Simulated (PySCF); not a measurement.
An unknown is described by computed data only.

Formula: C4H9PSi.

- 13C NMR: chemical shifts (computed TMS as zero) by class: 154.1 (1 C), 144.1 (1 C), 37.0 (1 C), 35.4 (1 C) ppm [GIAO PBE0/pcSseg-1]
- Rotational structure: rotational constants A, B, C: 5.493, 1.337, 1.124 GHz [GFN2-xTB]
- NMR, other nuclei: isotropic shieldings of nuclei other than C and H, by class: 428 (1 Si), 396 (1 P) ppm [GIAO PBE0/pcSseg-1]
- Dipole: 0.88 D [CAM-B3LYP/def2-SVPD]
- Triplet: lowest triplet excitation (Tamm–Dancoff): 4.17 eV [TDA CAM-B3LYP/def2-SVPD]
- Polarisability: 96.5 au [CAM-B3LYP/def2-SVPD]

Gas-phase values; electronic properties from PySCF, density fitting. Levels stand in brackets. The structure is a single GFN2-xTB conformer in the gas phase; no vibrational or solvent corrections. Each NMR value is the plain mean over a class of atoms that symmetry, rotation or inversion makes alike.

Question: Give a SMILES that accounts for the data.

Answer: Numbering: `[SiH3:1][C:2]1=[CH:3][CH2:4][PH:5][CH2:6]1`. 4 carbons fall into 4 classes; from least to most shielded: alkene CH carbon [C3] (154.1 ppm), fully substituted alkene carbon [C2] (144.1 ppm), ring sp3 carbon bound to phosphorus [C6] (37.0 ppm), ring sp3 carbon bound to phosphorus [C4] (35.4 ppm). The other shieldings belong to: 428 ppm, SiH3 silicon [Si1]; 396 ppm, phosphine phosphorus [P5]. The optimised geometry has point group C1 and is an asymmetric top. Structure: `[SiH3]C1=CCPC1`. Computed isomers that give other values at the same levels: `C[Si](C)(C)C#P` (13C chemical shifts (computed TMS as zero) by class: 218.2 (1 C), 1.4 (3 C) ppm); `C[SiH2]P1C=C1C` (13C chemical shifts (computed TMS as zero) by class: 130.8 (1 C), 108.0 (1 C), 16.4 (1 C), -6.7 (1 C) ppm); `CCC#C[SiH2]P` (13C chemical shifts (computed TMS as zero) by class: 122.2 (1 C), 83.5 (1 C), 16.8 (1 C), 16.3 (1 C) ppm). The assignments are read from this structure; whether some other isomer fits the data as well wasn't checked.
